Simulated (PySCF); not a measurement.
# Working out the excitation energy of N

N [He] 2s2 2p3 (4S) → N [He] 2s1 2p4 (4P). Calculation: PySCF 2.14, in x2c-QZVPPall (7s4p3d2f1g, 57 functions); scalar relativity by spin-free X2C-1e. Frozen: 1s2. Energies in hartree (1 hartree = 27.21139 eV):

```csv
part,N (lower),N (upper)
UHF,-54.433700,-54.032728
CCSD correlation,-0.117871,-0.116679
(T),-0.002805,-0.003577
```

Problem. What does Hartree-Fock give?

Solution. (-54.032728) − (-54.433700) = 0.400972 hartree = 10.911 eV.

Problem. What do CCSD and CCSD(T) give?

Solution. The CCSD correlation energies differ by 0.001192 hartree = 0.032 eV and the triples by -0.000772 hartree = -0.021 eV, so CCSD gives 10.943 eV and CCSD(T) 10.922 eV.

Measured between the centres of the two terms (NIST): 10.927 eV, so CCSD(T) (valence) is off by -0.005 eV.

What remains against the reference includes basis incompleteness, the frozen core and higher excitations.
